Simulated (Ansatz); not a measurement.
C$_{6}$H$_{12}$O (`OC1CCCCC1`), charge 0, multiplicity 1.

**Question.** Give a relaxed structure at PBE0-D4/def2-TZVP (Ansatz). (Estimate.)

**Answer.** The calculation gave: 
```xyz
19

O    -1.561    0.538    1.321
C    -1.194    0.641   -0.048
C    -1.100   -0.775   -0.589
C     0.070   -1.542    0.014
C     1.380   -0.792   -0.185
C     1.295    0.616    0.387
C     0.127    1.382   -0.219
H    -1.579    1.423    1.695
H    -1.980    1.179   -0.598
H    -0.984   -0.717   -1.677
H    -2.044   -1.291   -0.393
H     0.129   -2.539   -0.432
H    -0.110   -1.682    1.084
H     1.607   -0.734   -1.257
H     2.206   -1.340    0.279
H     2.229    1.160    0.213
H     1.162    0.556    1.472
H     0.046    2.382    0.224
H     0.299    1.535   -1.291
```
This is one stationary point; other conformers may exist.
